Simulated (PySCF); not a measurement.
## Dipole moment and polarisability of cyclo-(Cl2SnNH)4

Species: cyclo-(Cl2SnNH)4.
Cartesian coordinates in Å at the PBE0-D3(BJ)/def2-SVP level; atoms count from 1:
```xyz
20
Cl8H4N4Sn4 angstrom
Sn    -0.583    1.437   -1.719
Cl    -2.425    0.416   -2.711
Cl    -0.196    3.410   -2.892
N     -0.845    1.909    0.221
Sn    -1.886    0.670    1.413
Cl    -1.049    0.722    3.582
Cl    -4.165    1.154    1.512
N     -1.621   -1.125    0.549
Sn     0.066   -2.194    0.733
Cl     0.435   -3.391   -1.229
Cl     0.028   -3.768    2.450
N      1.524   -0.873    1.155
Sn     2.392    0.141   -0.342
Cl     3.039    2.261    0.359
Cl     4.249   -0.891   -1.295
N      0.952    0.151   -1.744
H     -0.856    2.906    0.431
H     -2.464   -1.617    0.260
H      2.053   -1.051    2.008
H      1.215   -0.254   -2.641
```

Level: wB97X-D/def2-SVPD (PySCF), static field, nuclei fixed, core orbitals frozen in the response. The polarisability tensor in these axes (au):

```
x   286.33  -7.16 -10.38
y    -7.16 279.09 -13.79
z   -10.38 -13.79 272.14
```

Q: Diagonalise the tensor; give its mean and Δα, where Δα² is half the sum of the squared differences of the eigenvalues.

A: Principal values 256.14, 289.60 and 291.81 au; mean 279.18 au = 41.37 Å³ = 46.03 × 10⁻⁴⁰ C²·m²/J; Δα = 34.62 au (12 % of the mean).

Q: What is the dipole moment, and where does it point?

A: (0.00, 0.26, 0.27) D, 0.38 D in size, pointing from the negative to the positive side. Measured along this direction, the outermost atoms are Cl10 at the negative end and Cl6 at the positive end.

Q: What depolarisation ratio follows for Rayleigh scattering of linearly polarised light, taking the static tensor?

A: ρ = 3Δα²/(45ᾱ² + 4Δα²) = 3595.1/(3507475 + 4793.5) = 0.00102.

Q: In TDDFT the mean static polarisability is Σ f/ω² over all singlet excitations (ω in hartree). How much of it do the 10 lowest give? Their energies (eV) and oscillator strengths: 4.84, 0.0633; 4.88, 0.0524; 4.98, 0.0010; 5.03, 0.0526; 5.59, 0.0026; 5.65, 0.0195; 5.66, 0.0203; 5.69, 0.0273; 5.76, 0.0012; 5.81, 0.0070.

A: They add up to 6.99 au, 2.5 % of the 279.18 au; the largest single term is 2.00 au, from the state at 4.84 eV. Terms in order: 2.00, 1.63, 0.03, 1.54, 0.06, 0.45, 0.47, 0.62, 0.03, 0.15 au. Higher excitations give the rest. The strengths listed sum to 0.247.

Q: What would n − 1 = 2πNα be for an ideal gas of these molecules at 400 K and 1 atm, electronic part alone?

A: N = p/kT = 1.8347 × 10¹⁹ cm⁻³, so n − 1 = 2π × N × 41.37 × 10⁻²⁴ cm³ = 4769 × 10⁻⁶ at long wavelengths, for an ideal gas.

Q: Find the Langevin capture rate constant for O2+ (31.990 u) meeting this molecule (819.403 u), k = 2.342 × 10⁻⁹ cm³/s × √(α in Å³ / reduced mass in u).

A: The reduced mass is 30.79 u, so k = 2.71 × 10⁻⁹ cm³/s. The formula leaves out the permanent dipole, which adds to the capture rate.

The structure is a single PBE0-D3(BJ)/def2-SVP conformer in the gas phase; no vibrational or solvent corrections. Atoms past krypton carry effective core potentials; spin–orbit coupling is left out.
